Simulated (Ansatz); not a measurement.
Geometry optimisation, RKS LDA/def2-SVP in Ansatz.

input.yaml

```yaml
crystal:
  periodic: [false, false, false]
  atoms:
    - { symbol: Br, position_ang: [-2.3577, 2.2767, 0.2327] }
    - { symbol: Sn, position_ang: [-0.9101, 0.5968, -0.8425] }
    - { symbol: O, position_ang: [-0.75, -0.9917, 0.3057] }
    - { symbol: Si, position_ang: [1.0227, -0.7559, 0.7288] }
    - { symbol: S, position_ang: [1.3925, 1.028, -0.3819] }
    - { symbol: H, position_ang: [-1.2235, 0.2087, -2.5157] }
    - { symbol: H, position_ang: [1.785, -1.8889, 0.2448] }
    - { symbol: H, position_ang: [1.1331, -0.5308, 2.1723] }
basis:
  gaussian: { orbitals: def2-SVP }
hamiltonian:
  xc: lda
relax:
  f_tol: 0.02
  max_steps: 50
```

Launched with:

```bash
$ ansatz run input.yaml --threads 2 --pin off --max-ram 3072MiB --backend cpu --events-out ev --progress --plain --runs-dir out
```

Question: Where does it end, and by what steps?

Answer: The run converged. After 6 steps the energy has fallen by 0.381 eV; H6 moved furthest, 0.21 Å.

| step | energy less start (eV) | largest force component (eV/Å) | accepted |
| --- | --- | --- | --- |
| 0 | 0.0000 | 3.263 | yes |
| 1 | -0.2572 | 2.029 | yes |
| 2 | -0.3626 | 0.770 | yes |
| 3 | -0.3623 | 0.551 | no |
| 4 | -0.3793 | 0.129 | yes |
| 5 | -0.3798 | 0.061 | yes |
| 6 | -0.3808 | 0.017 | yes |

```xyz
8
Properties=species:S:1:pos:R:3
Br -2.420 2.248 0.153
Sn -0.848 0.655 -0.894
O -0.627 -0.976 0.271
Si 0.966 -0.787 0.743
S 1.478 1.022 -0.386
H -1.414 0.277 -2.467
H 1.835 -1.935 0.303
H 1.122 -0.562 2.222
```

Whether the end is a true minimum wasn't checked by a vibrational analysis.

Run time: 15 s on 2 threads of AMD EPYC 7R13 Processor (Zen 3) (shared host), peak memory 0.2 GiB.
